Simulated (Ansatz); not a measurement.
`N[SiH](F)/N=C/O` + PH₃ → `N[SiH](F)P` + `N=CO`  (ligand exchange at the Si–N bond)

Calculated with Ansatz (gas phase, PBE0-D4/def2-TZVP geometries, no zero-point term in ΔE). CBS: MP2 limit from def2 TZ/QZ plus the TZ coupled-cluster correction, frozen cores. This one scheme is used for every species. One conformer a species, not always the lowest.

`N[SiH](F)/N=C/O`:

Z-matrix (Å, degrees):
```
Si
F 1 1.610
N 1 1.713 2 108.9
N 1 1.692 2 113.2 3 120.0
H 1 1.476 2 104.6 3 -120.2
C 3 1.257 1 125.1 2 -3.4
H 4 1.006 1 122.4 2 68.4
H 4 1.006 1 121.7 2 -89.4
O 6 1.334 3 123.1 1 -178.6
H 6 1.094 3 126.8 1 1.5
H 9 0.969 6 106.6 3 0.4
```

PH₃:

```xyz
4

P    -0.515   -0.083    0.256
H     0.517   -1.059    0.255
H     0.371    0.964    0.622
H    -0.373    0.178   -1.133
```

`N[SiH](F)P`:

Z-matrix (Å, degrees):
```
Si
F 1 1.607
P 1 2.240 2 105.0
N 1 1.696 2 114.5 3 -117.5
H 1 1.481 2 105.5 3 124.8
H 3 1.420 1 93.6 2 61.3
H 3 1.420 1 93.0 2 155.6
H 4 1.007 1 122.1 2 73.6
H 4 1.007 1 121.9 2 -82.6
```

`N=CO`:

Z-matrix (Å, degrees):
```
C
O 1 1.336
N 1 1.258 2 122.1
H 1 1.092 2 110.5 3 -180.0
H 2 0.968 1 106.6 3 -0.0
H 3 1.014 1 111.3 2 180.0
```

```tsv
species	CCSD(T)/CBS(def2) energy (Eh)
`N[SiH](F)/N=C/O`	-614.63799
PH₃	-342.72256
`N[SiH](F)P`	-787.62490
`N=CO`	-169.71775
```

**Question.** Work out ΔE.

**Answer.** ΔE = (-787.62490) + (-169.71775) − (-614.63799) − (-342.72256) = 0.01790 Eh = +47.0 kJ/mol.

Largest T1 diagnostic among the species: 0.014.

In def2-TZVPP, CCSD(T) changes the Hartree–Fock value by −14.6 kJ/mol (the triples alone add −1.9 kJ/mol) and MP2 by −12.2 kJ/mol. From PBE to PBE0 (25 % exact exchange), in def2-TZVPP and without D4, ΔE moves by +4.8 kJ/mol.
